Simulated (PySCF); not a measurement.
A compound of formula C10H24O18Si8 has these computed shifts in ppm, with the number of atoms in brackets (GIAO KT3/pcSseg-1, gas phase, PySCF SCF with an in-house response code, fitting set def2-universal-JFIT, grid level 2, non-relativistic, on the GFN2-xTB geometry; 13C, 1H, 29Si against isolated TMS; 17O against isolated H2O).

1H: 6.19 (2), 5.90 (2), 5.87 (2), 3.95 (6), 3.94 (12)
13C: 130.7 (2), 127.9 (2), 53.7 (2), 53.6 (4)
17O: 119.0 (1), 102.3 (4), 92.6 (1), 91.5 (2), 90.2 (4), 31.7 (2), 31.4 (4)
29Si: -87.7 (2), -107.3 (2), -107.7 (4)

Task: Which structure gave them?

Result: C=C[Si@@]12O[Si@@]3(C=C)O[Si@@]4(OC)O[Si@@](OC)(O1)O[Si@@]1(OC)O[Si@@](OC)(O2)O[Si@@](OC)(O3)O[Si@@](OC)(O4)O1. Other isomers were not compared.
